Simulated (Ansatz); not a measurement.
`C=C[SiH](O)F`, relaxed with RKS PBE-D4/def2-SVP in the Gaussian-basis code of Ansatz from a rough embedded geometry. The force threshold is 0.03 eV/Å; the program also tests the step.

Charge 0, multiplicity 1.

Start:

```xyz
10

C     0.509    1.590    0.270
C     0.276    0.386    0.802
Si    0.012   -1.134   -0.157
O    -0.699   -0.827   -1.686
F    -1.134   -2.003    0.594
H     0.597    1.823   -0.722
H     0.664    2.438    1.000
H     0.172    0.206    1.880
H     1.194   -1.898   -0.303
H    -1.591   -0.582   -1.679
```

```json
{"step": "1", "energy (eV)": "-14779.3281", "largest force (eV/Å)": "3.943", "largest move (Å)": "0.000"}
{"step": "2", "energy (eV)": "-14779.7184", "largest force (eV/Å)": "1.298", "largest move (Å)": "0.121"}
{"step": "3 (rejected)", "energy (eV)": "-14779.6776", "largest force (eV/Å)": "1.532", "largest move (Å)": "0.181"}
{"step": "4", "energy (eV)": "-14779.7922", "largest force (eV/Å)": "0.407", "largest move (Å)": "0.088"}
{"step": "5", "energy (eV)": "-14779.8056", "largest force (eV/Å)": "0.225", "largest move (Å)": "0.100"}
{"step": "6", "energy (eV)": "-14779.8102", "largest force (eV/Å)": "0.263", "largest move (Å)": "0.114"}
{"step": "7", "energy (eV)": "-14779.8190", "largest force (eV/Å)": "0.102", "largest move (Å)": "0.051"}
{"step": "8", "energy (eV)": "-14779.8205", "largest force (eV/Å)": "0.068", "largest move (Å)": "0.072"}
{"step": "9", "energy (eV)": "-14779.8209", "largest force (eV/Å)": "0.098", "largest move (Å)": "0.031"}
{"step": "10", "energy (eV)": "-14779.8215", "largest force (eV/Å)": "0.032", "largest move (Å)": "0.008"}
{"step": "11", "energy (eV)": "-14779.8215", "largest force (eV/Å)": "0.028", "largest move (Å)": "0.008"}
```

End:

```xyz
10

C     0.395    1.560    0.294
C     0.293    0.344    0.869
Si   -0.040   -1.192   -0.138
O    -0.549   -0.793   -1.678
F    -1.197   -2.048    0.652
H     0.286    1.687   -0.798
H     0.588    2.478    0.875
H     0.415    0.265    1.965
H     1.137   -2.091   -0.323
H    -1.327   -0.209   -1.716
```

It took 17 s on 4 threads of an Intel Xeon on a shared host, with 0.17 GiB of host memory at the peak.
